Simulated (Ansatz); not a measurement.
# Energy profile

The step: Si₂H₄O₂F₂ ([OH][Si]([F])([F])[O][SiH3]) + H₂O + HF → SiH₂O₂F₂ ([OH][Si]([OH])([F])[F]) + SiH₄O ([OH][SiH3]) + HF; bonds formed: O2–H9, H7–F10; dative contacts that become bonds: Si1–O8; bonds broken: Si1–O2, H7–O8, H9–F10 (atoms numbered as in the saddle structure below).

```
atom    x (Å)    y (Å)    z (Å)
 Si1  -0.8840   0.3781   0.8084
  O2   0.2176  -0.3400  -0.4813
 Si3   0.1505   0.0027  -2.1223
  F4  -1.3763   1.4322  -0.2959
  F5  -1.5706   1.1628   2.0537
  O6  -1.6652  -1.0291   1.0517
  H7   1.4784  -0.0014   1.3980
  O8   0.6596   0.6406   1.6590
  H9   1.2645  -0.7273  -0.0237
 F10   2.1479  -0.8588   0.6709
 H11   0.5498   1.4009  -2.3934
 H12   1.1198  -0.9306  -2.7460
 H13  -1.2168  -0.2723  -2.6161
 H14  -1.4276  -1.7370   0.4520
 H15   0.5524   0.8792   2.5850
```

Electronic energies by CCSD(T) at an estimated basis limit (MP2 extrapolated from triple and quadruple zeta, plus CCSD(T) − MP2 in triple zeta), on PBE0-D4/def2-TZVP structures; Si2H7O3F3, closed shell; no counterpoise correction. Ansatz 0.2.0; basis: def2-TZVPP and def2-QZVPP; cores frozen in the correlated methods. Extrapolation: Hartree–Fock as exp(−7.88 √X), correlation as X^−2.97.

(1) Give the profile in kJ/mol, counted from the separated reactants. (To be estimated.)

The T1 diagnostic stays at or below 0.012.

Results:

(1) The calculation gives:
```json
{"point": "separated: Si2H4O2F2 (linked as [OH][Si]([F])([F])[O][SiH3]; Si1, O2, Si3, F4, F5, O6, H11, H12, H13, H14; singlet) + H2O (H7, O8, H15; singlet) + HF (H9, F10; singlet)", "kJ/mol": "0.0"}
{"point": "start structure", "kJ/mol": "-43.3"}
{"point": "saddle", "kJ/mol": "17.0"}
{"point": "end structure", "kJ/mol": "-61.0"}
{"point": "separated: SiH2O2F2 (linked as [OH][Si]([OH])([F])[F]; Si1, F4, F5, O6, O8, H14, H15; singlet) + SiH4O (linked as [OH][SiH3]; O2, Si3, H9, H11, H12, H13; singlet) + HF (H7, F10; singlet)", "kJ/mol": "23.4"}
```

For scale, one of the runs: CCSD(T)/def2-TZVPP, 368 basis functions, launched by `ansatz run in.yaml --threads 4 --pin off --events-out ev --progress --plain --max-ram 41984MiB --backend cuda --devices 0, --max-vram 37GiB`. Hardware: 4 CPU threads of an AMD EPYC 7R13 and a share of one NVIDIA H100, shared host. Wall time 11 s; peak host memory 0.88 GiB.
